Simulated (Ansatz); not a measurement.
One change: `C[SiH2]OB[SiH3]` becomes `BOB[SiH3]`.

Ansatz, PBE0-D4/def2-TZVP geometries, multiplicity 1. Each molecule was computed in one conformer, which needn't be the lowest.

```
                                                                                  property  `C[SiH2]OB[SiH3]`
                                                       HOMO energy (B3LYP/def2-TZVPP) / eV              -7.31
                                                       HOMO–LUMO gap (PBE/def2-TZVPP) / eV               4.10
                                                         HOMO energy (PBE/def2-TZVPP) / eV              -6.23
ideal-gas entropy at 298 K and 1 bar (rigid rotor, harmonic PBE0-D4/def2-TZVP) / J/(mol·K)                397
                                          size of the dipole moment (B3LYP/def2-TZVPP) / D               2.31
                                                         LUMO energy (PBE/def2-TZVPP) / eV              -2.13
```

What does the change do to each property? (An estimate is asked.)

Computed: 
```
                                                                                  property  `BOB[SiH3]`  shift
                                                       HOMO energy (B3LYP/def2-TZVPP) / eV        -7.81  -0.50
                                                       HOMO–LUMO gap (PBE/def2-TZVPP) / eV         3.70  -0.40
                                                         HOMO energy (PBE/def2-TZVPP) / eV        -6.72  -0.49
ideal-gas entropy at 298 K and 1 bar (rigid rotor, harmonic PBE0-D4/def2-TZVP) / J/(mol·K)          338    -59
                                          size of the dipole moment (B3LYP/def2-TZVPP) / D         0.71  -1.60
                                                         LUMO energy (PBE/def2-TZVPP) / eV        -3.02  -0.89
```

With PBE0 the HOMO falls by 0.51 eV and the LUMO falls by 0.80 eV, so the gap narrows by about 0.29 eV. PBE moves the HOMO by -0.49 eV and ωB97M-V by -0.51 eV. The zero-point energy changes by -87.1 kJ/mol with -12 modes. Dipoles are sizes alone; their direction can turn. Modes under 60 cm⁻¹, often nearly free rotors, make the harmonic entropy too high.

B3LYP here is the variant with VWN-RPA as its local correlation; programs differ in this.
